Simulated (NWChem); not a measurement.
System: C₂H₄BNO₂; SMILES O=C=NB(C)O

The following NWChem deck was run.

```
start job
memory heap 200 mb stack 900 mb global 1100 mb
geometry units angstroms noautoz
  B     -0.169191     0.956216    -0.004544
  C      1.062172     1.938109     0.001245
  H      1.734934     1.708572    -0.840935
  H      1.657915     1.782426     0.916093
  H      0.792960     3.003876    -0.053233
  N      0.050688    -0.459556     0.001280
  C      0.160494    -1.647823     0.005939
  O      0.287987    -2.810051     0.010516
  O     -1.464615     1.357033    -0.009869
  H     -1.551813     2.314835    -0.013660
end
basis spherical
  B library def2-svp
  C library def2-svp
  H library def2-svp
  N library def2-svp
  O library def2-svp
end
dft
  xc bhlyp
  iterations 150
  mulliken
end
task dft energy
```

Parts of the log:

```
             Northwest Computational Chemistry Package (NWChem) 7.3.0
             --------------------------------------------------------

 C1  symmetry detected

                             Geometry "geometry" -> ""
                             -------------------------

 Output coordinates in angstroms (scale by  1.889725989 to convert to a.u.)

  No.       Tag          Charge          X              Y              Z
 ---- ---------------- ---------- -------------- -------------- --------------
    1 B                    5.0000    -0.07680585     0.95727399    -0.00207695
    2 C                    6.0000     1.24528974     1.81311382    -0.00016951
    3 H                    1.0000     1.88795288     1.52113198    -0.84651093
    4 H                    1.0000     1.82737181     1.59660319     0.91109192
    5 H                    1.0000     1.08208404     2.90037960    -0.05036186
    6 N                    7.0000     0.00259224    -0.47328054    -0.00121592
    7 C                    6.0000    -0.00514516    -1.66659394    -0.00032685
    8 O                    8.0000     0.00728237    -2.83573648     0.00045650
    9 O                    8.0000    -1.32646586     1.48372344     0.00052916
   10 H                    1.0000    -1.31892463     2.44546410    -0.00023004

 Effective nuclear repulsion energy (a.u.)     195.1223104020

                                 NWChem DFT Module
                                 -----------------

 Summary of "ao basis" -> "ao basis" (spherical)
 ------------------------------------------------------------------------------
       Tag                 Description            Shells   Functions and Types
 ---------------- ------------------------------  ------  ---------------------
 B                          def2-svp                 6       14   3s2p1d
 C                          def2-svp                 6       14   3s2p1d
 H                          def2-svp                 3        5   2s1p
 N                          def2-svp                 6       14   3s2p1d
 O                          def2-svp                 6       14   3s2p1d

            General Information
            -------------------
          SCF calculation type: DFT
          Wavefunction type:  closed shell.
          No. of atoms     :    10
          No. of electrons :    44
           Alpha electrons :    22
            Beta electrons :    22
          Charge           :     0
          Spin multiplicity:     1
          Use of symmetry is: off; symmetry adaption is: off
          Maximum number of iterations: 150
          AO basis - number of functions:   104
                     number of shells:    48
          Convergence on energy requested:  1.00D-06
          Convergence on density requested:  1.00D-05
          Convergence on gradient requested:  5.00D-04

              XC Information
              --------------
                        BHLYP Method XC Functional
                     Hartree-Fock (Exact) Exchange  0.500
                        Slater Exchange Functional  0.500 local
                    Becke 1988 Exchange Functional  0.500 non-local
              Lee-Yang-Parr Correlation Functional  1.000

             Grid Information
             ----------------
          Grid used for XC integration:  medium
          Radial quadrature: Mura-Knowles
          Angular quadrature: Lebedev.
          Tag              B.-S. Rad. Rad. Pts. Rad. Cut. Ang. Pts.
          ---              ---------- --------- --------- ---------
          B                   0.85       49           8.0       434
          C                   0.70       49          12.0       434
          H                   0.35       45          12.0       434
          N                   0.65       49          10.0       434
          O                   0.60       49          14.0       434
          Grid pruning is: on
          Number of quadrature shells:   474
          Spatial weights used:  Erf1

      Superposition of Atomic Density Guess
      -------------------------------------

 Sum of atomic energies:        -305.37722109

      Non-variational initial energy
      ------------------------------

 Total energy =    -308.442720
 1-e energy   =    -801.426792
 2-e energy   =     297.861762
 HOMO         =      -0.375847
 LUMO         =       0.030949

     ---------------------------------------------
      Total Density - Mulliken Population Analysis
     ---------------------------------------------

    Atom       Charge   Shell Charges
 -----------   ------   -------------------------------------------------------
    1 B    5     4.59   1.99  0.85  0.13  1.21  0.26  0.16
    2 C    6     6.48   1.99  0.96  0.23  2.14  1.15  0.01
    3 H    1     0.86   0.65  0.19  0.03
    4 H    1     0.86   0.65  0.19  0.03
    5 H    1     0.88   0.66  0.19  0.03
    6 N    7     7.40   1.99  1.03  0.38  2.58  1.41  0.01
    7 C    6     5.21   1.99  0.90  0.17  1.51  0.54  0.11
    8 O    8     8.56   1.99  1.13  0.64  2.98  1.80  0.02
    9 O    8     8.50   1.99  1.11  0.56  3.08  1.75  0.01
   10 H    1     0.66   0.53  0.07  0.06

   convergence    iter        energy       DeltaE   RMS-Dens  Diis-err
 ---------------- ----- ----------------- --------- --------- ---------
 d= 0,ls=0.0,diis     1   -308.2635267751 -5.03D+02  1.09D-02  1.04D+00
 d= 0,ls=0.0,diis     2   -308.2796073671 -1.61D-02  5.47D-03  1.16D+00
 d= 0,ls=0.0,diis     3   -308.3841917356 -1.05D-01  1.18D-03  2.76D-02
 d= 0,ls=0.0,diis     4   -308.3856642888 -1.47D-03  6.12D-04  1.23D-02
 d= 0,ls=0.0,diis     5   -308.3868877590 -1.22D-03  1.37D-04  5.10D-04
  Resetting Diis
 d= 0,ls=0.0,diis     6   -308.3869455491 -5.78D-05  2.93D-05  1.13D-05
 d= 0,ls=0.0,diis     7   -308.3869470846 -1.54D-06  1.42D-05  1.83D-06
 d= 0,ls=0.0,diis     8   -308.3869471744 -8.98D-08  6.51D-06  1.65D-06

         Total DFT energy =     -308.386947174353
      One electron energy =     -805.838913106139
           Coulomb energy =      342.694424412455
    Exchange-Corr. energy =      -40.364768882630
 Nuclear repulsion energy =      195.122310401960

 Numeric. integr. density =       44.000001513323

                       DFT Final Molecular Orbital Analysis
                       ------------------------------------

 Vector   20  Occ=2.000000D+00  E=-4.144895D-01
              MO Center=  7.4D-02,  1.2D+00, -5.9D-04, r^2= 3.2D+00
   Bfn.  Coefficient  Atom+Function         Bfn.  Coefficient  Atom+Function
  ----- ------------  ---------------      ----- ------------  ---------------
    18      0.343285   2 C  px               89      0.328635   9 O  px
     4      0.275836   1 B  px               92      0.208929   9 O  px
    21      0.186541   2 C  px               90      0.184016   9 O  py
    88     -0.151720   9 O  s                29      0.138689   3 H  s
   100      0.134253  10 H  s                34      0.132627   4 H  s

 Vector   21  Occ=2.000000D+00  E=-3.668201D-01
              MO Center= -1.1D-01, -1.1D+00, -1.6D-04, r^2= 2.9D+00
   Bfn.  Coefficient  Atom+Function         Bfn.  Coefficient  Atom+Function
  ----- ------------  ---------------      ----- ------------  ---------------
    49      0.438098   6 N  pz               77      0.386027   8 O  pz
    52     -0.358517   6 N  pz               80      0.291135   8 O  pz
    91      0.209051   9 O  pz               94      0.165443   9 O  pz
    63     -0.071682   7 C  pz               68     -0.059469   7 C  d -1
     6      0.054651   1 B  pz               20      0.044401   2 C  pz

 Vector   22  Occ=2.000000D+00  E=-3.537861D-01
              MO Center=  9.6D-02, -9.8D-01, -1.1D-03, r^2= 3.1D+00
   Bfn.  Coefficient  Atom+Function         Bfn.  Coefficient  Atom+Function
  ----- ------------  ---------------      ----- ------------  ---------------
    47      0.439959   6 N  px               75      0.380635   8 O  px
    50     -0.345536   6 N  px               78      0.293275   8 O  px
    17      0.135817   2 C  s                18     -0.123471   2 C  px
    19     -0.116678   2 C  py               61     -0.111223   7 C  px
    89     -0.101501   9 O  px                4     -0.093876   1 B  px

 Vector   23  Occ=0.000000D+00  E= 3.497052D-02
              MO Center= -8.0D-03,  6.4D-02, -4.0D-03, r^2= 4.0D+00
   Bfn.  Coefficient  Atom+Function         Bfn.  Coefficient  Atom+Function
  ----- ------------  ---------------      ----- ------------  ---------------
     9     -0.519352   1 B  pz                6      0.472327   1 B  pz
    63      0.363575   7 C  pz               66      0.361749   7 C  pz
    35      0.272279   4 H  s                80     -0.269585   8 O  pz
    94      0.268525   9 O  pz               30     -0.252183   3 H  s
    77     -0.234953   8 O  pz               91      0.229576   9 O  pz

 Vector   24  Occ=0.000000D+00  E= 7.024563D-02
              MO Center= -9.0D-02,  2.1D+00, -6.6D-04, r^2= 5.8D+00
   Bfn.  Coefficient  Atom+Function         Bfn.  Coefficient  Atom+Function
  ----- ------------  ---------------      ----- ------------  ---------------
    17      1.807699   2 C  s                 3     -0.875149   1 B  s
   101     -0.845490  10 H  s                40     -0.721115   5 H  s
    88      0.672371   9 O  s                35     -0.600031   4 H  s
    30     -0.590110   3 H  s                46      0.557178   6 N  s
    60     -0.328953   7 C  s                93      0.243501   9 O  py

 Vector   25  Occ=0.000000D+00  E= 1.074719D-01
              MO Center=  1.4D-01, -5.3D-02,  9.2D-03, r^2= 6.8D+00
   Bfn.  Coefficient  Atom+Function         Bfn.  Coefficient  Atom+Function
  ----- ------------  ---------------      ----- ------------  ---------------
    17      1.610172   2 C  s                 3     -0.686737   1 B  s
    40     -0.605805   5 H  s               101      0.584964  10 H  s
    35     -0.514134   4 H  s                30     -0.484619   3 H  s
    64      0.484628   7 C  px               61      0.440606   7 C  px
    46      0.414938   6 N  s                60     -0.398121   7 C  s

     ---------------------------------------------
      Total Density - Mulliken Population Analysis
     ---------------------------------------------

    Atom       Charge   Shell Charges
 -----------   ------   -------------------------------------------------------
    1 B    5     4.95   1.99  0.81  0.08  1.56  0.34  0.18
    2 C    6     6.15   1.99  0.87  0.20  2.12  0.95  0.02
    3 H    1     0.95   0.73  0.19  0.03
    4 H    1     0.94   0.73  0.19  0.03
    5 H    1     0.98   0.74  0.21  0.03
    6 N    7     7.09   1.99  0.97  0.36  2.51  1.25  0.02
    7 C    6     5.80   1.99  0.94  0.11  1.96  0.67  0.14
    8 O    8     8.20   1.99  1.11  0.60  2.83  1.64  0.02
    9 O    8     8.15   1.99  1.08  0.55  2.90  1.61  0.01
   10 H    1     0.81   0.68  0.05  0.07

     -------------------------------------------
      Total Density - Lowdin Population Analysis
     -------------------------------------------

    Atom       Charge   Shell Charges
 -----------   ------   -------------------------------------------------------
    1 B    5     5.10   1.96  0.49  0.21  1.41  0.62  0.41
    2 C    6     6.14   1.97  0.57  0.32  1.90  1.34  0.06
    3 H    1     0.95   0.62  0.26  0.07
    4 H    1     0.95   0.62  0.26  0.07
    5 H    1     0.97   0.63  0.27  0.07
    6 N    7     7.08   1.97  0.71  0.40  2.31  1.65  0.04
    7 C    6     5.81   1.97  0.60  0.25  1.74  0.97  0.29
    8 O    8     8.13   1.97  0.92  0.63  2.69  1.88  0.04
    9 O    8     7.98   1.97  0.84  0.55  2.71  1.88  0.02
   10 H    1     0.89   0.55  0.16  0.18

     Multipole analysis of the density
     ---------------------------------

     L   x y z        total         alpha         beta         nuclear
     -   - - -        -----         -----         ----         -------
     0   0 0 0     -0.000000    -22.000000    -22.000000     44.000000

     1   1 0 0      0.292322      0.146161      0.146161      0.000000
     1   0 1 0      1.447576      0.723788      0.723788     -0.000000
     1   0 0 1      0.003119      0.001560      0.001560     -0.000000

     2   2 0 0    -26.175020    -72.411495    -72.411495    118.647970
     2   1 1 0     -0.903581     -5.834746     -5.834746     10.765910
     2   1 0 1      0.014445     -0.004328     -0.004328      0.023101
     2   0 2 0    -26.033727   -269.664801   -269.664801    513.295875
     2   0 1 1      0.016661     -0.012744     -0.012744      0.042148
     2   0 0 2    -24.550189    -15.041317    -15.041317      5.532444
```

Level: BHandHLYP/def2-SVP. Geometry: optimised at PBE0/def2-SVP.
